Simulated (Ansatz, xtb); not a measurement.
Two isomers of CH6F2Si2

Structure X is `F[SiH](F)C[SiH3]`, a singlet and structure Y is `C[SiH2][SiH](F)F`, a singlet. Both are isolated molecules in the gas phase, relaxed with B3LYP/6-31G*, each in the lowest conformer that the search found.

Question: Estimate which is lower in electronic energy at CCSD(T)/def2-SVP + ΔMP2/def2-TZVPP, and by roughly how much.

Answer: The CCSD(T)/def2-SVP + ΔMP2/def2-TZVPP calculation puts structure X lower, by 30.9 kJ/mol.

The same difference at several levels:

```
                             level      geometry  E(Y) − E(X) (kJ/mol)  departure from the last row (kJ/mol)  job, with rough time for the two
                          GFN2-xTB      GFN2-xTB                   +15.6                                 −15.3              optimisation, 0.14 s
                         HF/STO-3G      GFN2-xTB                    +8.0                                 −22.9              single point, 0.28 s
                r2SCAN-D4/def2-SVP      GFN2-xTB                   +31.6                                  +0.7               single point, 3.1 s
                      B3LYP/6-31G*  B3LYP/6-31G*                   +15.9                                 −15.0                optimisation, 41 s
                       HF/def2-SVP  B3LYP/6-31G*                   +34.9                                  +4.0           part of the CCSD(T) run
                      MP2/def2-SVP  B3LYP/6-31G*                   +37.9                                  +7.0           part of the CCSD(T) run
                  CCSD(T)/def2-SVP  B3LYP/6-31G*                   +32.4                                  +1.5                      single point
CCSD(T)/def2-SVP + ΔMP2/def2-TZVPP  B3LYP/6-31G*                   +30.9                                                      single point, 26 s
```

As drawn, Y has 1 Si–Si, 1 C–H in place of 1 C–Si, 1 Si–H.

The levels shown agree on the order. The largest departure from CCSD(T)/def2-SVP + ΔMP2/def2-TZVPP is that of HF/STO-3G, 22.9 kJ/mol. The last row adds to CCSD(T) the change of the MP2 difference between the two basis sets, here −1.5 kJ/mol.

With harmonic frequencies from B3LYP/6-31G* (ideal gas, rigid rotor, one conformer each, 400 K, 1 atm): on the last row, ΔE + ΔZPE = +35.8 kJ/mol. A mode under 50 cm⁻¹ makes harmonic enthalpies and free energies unreliable, so none is given.

The correlated steps freeze 13 core orbitals. Codes used: Ansatz 0.2.0, xtb 6.7.1; the last row on 2 threads of Arm Neoverse V2 on a shared host.
